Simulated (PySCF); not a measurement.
# Dipole moment and polarisability across levels of theory

H7NP2Si.
Bonds: N1–Si2, Si2–P3, Si2–P4. Hydrogens: H5, H6 on N1; H7 on Si2; H8, H9 on P3; H10, H11 on P4.

PySCF, dipoles from the SCF density, polarisabilities from static response with core orbitals frozen. The structure is a single PBE0-D3(BJ)/def2-SVP conformer in the gas phase; no vibrational or solvent corrections.

Question: Compare the levels for these properties.

Answer: 

| level | μ (D) | α (Å³) | anisotropy (Å³) |
| --- | --- | --- | --- |
| LDA/def2-SVPD | 1.678 | 14.54 | 4.43 |
| PBE/def2-SVPD | 1.659 | 14.28 | 4.38 |
| B3LYP/def2-SVPD | 1.653 | 13.89 | 4.14 |
| PBE0/def2-SVPD | 1.702 | 13.79 | 4.12 |
| BHandHLYP/def2-SVPD | 1.698 | 13.41 | 3.87 |
| CAM-B3LYP/def2-SVPD | 1.698 | 13.64 | 3.91 |
| wB97X-D/def2-SVPD | 1.775 | 13.65 | 3.97 |
| LC-wPBE/def2-SVPD | 1.803 | 13.31 | 3.75 |
| HF/def2-SVPD | 1.833 | 12.93 | 3.56 |
| PBE0/6-31G* | 2.150 | 11.33 | 3.98 |
| PBE0/6-31+G* | 1.887 | 12.79 | 3.85 |
| PBE0/def2-SVP | 1.996 | 11.44 | 3.41 |
| PBE0/aug-cc-pVDZ | 1.693 | 14.25 | 4.25 |
| PBE0/def2-TZVP | 1.793 | 13.11 | 4.18 |
| PBE0/def2-TZVPD | 1.687 | 14.16 | 4.26 |

The anisotropy is √(½[(α1 − α2)² + (α2 − α3)² + (α3 − α1)²]). The dipole runs from 1.65 D (B3LYP/def2-SVPD) to 2.15 D (PBE0/6-31G*). No reference polarisability is at hand; against PBE0 in the largest diffuse basis at hand (def2-TZVPD) the other PBE0 rows deviate by 6-31G* -20%, 6-31+G* -10%, def2-SVP -19%, def2-SVPD -3%, aug-cc-pVDZ +1%, def2-TZVP -7%. In one basis (def2-SVPD) the functionals order the polarisability from HF (lowest) to LDA (highest), a spread of 12%. With PBE0 the polarisability is 11.96 Å³ without diffuse functions (mean of 6-31G*, def2-SVP and def2-TZVP) and 13.75 Å³ with them (mean of 6-31+G*, def2-SVPD, aug-cc-pVDZ and def2-TZVPD).

Without π bonds the low states are Rydberg-like; a valence basis with one diffuse set may place them up to an eV too high.
